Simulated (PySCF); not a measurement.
C₅H₄ClO (doublet state).
Structure used (PBE0-D3(BJ)/def2-SVP), in Å, numbered top down from 1:
```
atom  x, y, z in Å
Cl1    2.8785    0.5933   -0.5332
C2     1.2025    0.3696   -0.2240
C3     0.6420   -0.8414   -0.1049
C4    -0.8354   -1.0316    0.1694
C5    -1.4028    0.3271    0.2401
C6    -0.7895    1.4873    0.1110
O7     0.5722    1.5585   -0.1258
H8     1.2841   -1.7170   -0.2129
H9    -0.9934   -1.5925    1.1099
H10   -1.3096   -1.6351   -0.6274
H11   -1.2385    2.4791    0.1690
```

As a line formula: `ClC1=CC[C]=CO1` [radical].

The calculation used PySCF, UKS B3LYP, IGLO-III on C Cl O, pcH-1 on H, non-relativistic, mean-field spin-orbit, GIAO. Isolated species at its PBE0-D3(BJ)/def2-SVP geometry, gas phase. No stability test was run, so a lower SCF solution isn't excluded.

Task: Give the principal g shifts and their parts.

Result: 
| Δg (ppm) | 1 | 2 | 3 |
| --- | --- | --- | --- |
| relativistic mass correction | -168 | -168 | -168 |
| gauge correction | 42 | 7 | 3 |
| orbital Zeeman/spin–orbit | -1057 | 116 | 151 |
| total | -1183 | -45 | -15 |

So g = 2.00114, 2.00227, 2.00230 and g_iso = 2.00191; the tensor is close to axial: the two nearest values differ by 3 % of g3 − g1. Axes: g1 points within 2° of the C4–C5 bond.

Task: Average each term over the three axes. Which is largest in size?

Result: The orbital-Zeeman/spin–orbit term -263, the mass correction -168 and the gauge correction 17 ppm, for a total of -414 ppm. The orbital-Zeeman/spin–orbit term is the largest in size. The mass correction is the same along every axis, so the anisotropy comes from the other two: their spans along these axes are 39 (gauge) and 1207 ppm (orbital Zeeman/spin–orbit).

Task: What are the electron Larmor frequencies g μB B/h along the three axes at 3350 mT?

Result: 93.8281, 93.8815, 93.8829 GHz for g1, g2 and g3, a range of 54.8 MHz.

Task: What effective moment and Curie constant follow for a powder?

Result: With the mean of g² = 4.0076 and S(S+1) = 0.75: μ_eff = √(⟨g²⟩S(S+1)) = 1.734 μB and χT = 0.12505·⟨g²⟩·S(S+1) = 0.376 cm³ K/mol (cgs; spin-Hamiltonian part alone).

Task: In a frozen sample, at which fields do the three g values resonate at 9.5, 34, 94 and 263 GHz (hyperfine left aside), and which band first spreads them over more than twice a line width of 0.5 mT?

Result: 
| band | GHz | B(g3) mT | B(g2) mT | B(g1) mT | spread mT |
| --- | --- | --- | --- | --- | --- |
| X | 9.5 | 338.99 | 338.99 | 339.18 | 0.20 |
| Q | 34.0 | 1213.21 | 1213.23 | 1213.92 | 0.71 |
| W | 94.0 | 3354.18 | 3354.23 | 3356.14 | 1.96 |
| J | 263.0 | 9384.56 | 9384.70 | 9390.04 | 5.48 |

The spread grows in proportion to the frequency. W band is the first where it exceeds 1.0 mT.

The largest Mulliken spin populations are on C5 (+0.99) and C6 (-0.09). C5 is the only atom above +0.15. The positive populations add up to 1.12 and the negative ones to -0.12, together 2S = 1.

The HOMO–LUMO gaps are 5.80 eV among the α and 3.22 eV among the β orbitals.

Hardware: an x86-64 server with one thread (shared host). Cost: 2.0 min wall, 93 s CPU (grids of density and orbitals included).
